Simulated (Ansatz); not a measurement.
Start from `[CH3][Sc]([NH2])[O][SiH3]` and change one atom or group to get `[CH3][Sc]([NH2])[NH2]`.

Ansatz, PBE0-D4/def2-TZVP geometries, multiplicity 1. Each molecule was computed in one conformer, which needn't be the lowest.

Scalar relativity is left out up to krypton.

```csv
property,`[CH3][Sc]([NH2])[O][SiH3]`
HOMO energy (PBE/def2-TZVPP) / eV,-5.58
HOMO energy (PBE0/def2-TZVPP) / eV,-6.90
HOMO energy (ωB97M-V/def2-TZVPP) / eV,-9.24
HOMO energy (B3LYP/def2-TZVPP) / eV,-6.66
HOMO–LUMO gap (PBE/def2-TZVPP) / eV,2.99
HOMO–LUMO gap (B3LYP/def2-TZVPP) / eV,4.63
```

Problem. Give the same properties after the change, and the shifts. (Best estimate.)

Solution. Computed: 
| property | `[CH3][Sc]([NH2])[NH2]` | shift |
| --- | --- | --- |
| HOMO energy (PBE/def2-TZVPP) / eV | -5.32 | 0.26 |
| HOMO energy (PBE0/def2-TZVPP) / eV | -6.65 | 0.25 |
| HOMO energy (ωB97M-V/def2-TZVPP) / eV | -8.98 | 0.26 |
| HOMO energy (B3LYP/def2-TZVPP) / eV | -6.41 | 0.25 |
| HOMO–LUMO gap (PBE/def2-TZVPP) / eV | 3.18 | 0.19 |
| HOMO–LUMO gap (B3LYP/def2-TZVPP) / eV | 4.79 | 0.16 |

With PBE0 the HOMO rises by 0.25 eV and the LUMO rises by 0.41 eV, so the gap widens by about 0.16 eV. PBE moves the HOMO by 0.26 eV and ωB97M-V by 0.26 eV.

B3LYP here is the variant with VWN-RPA as its local correlation; programs differ in this.
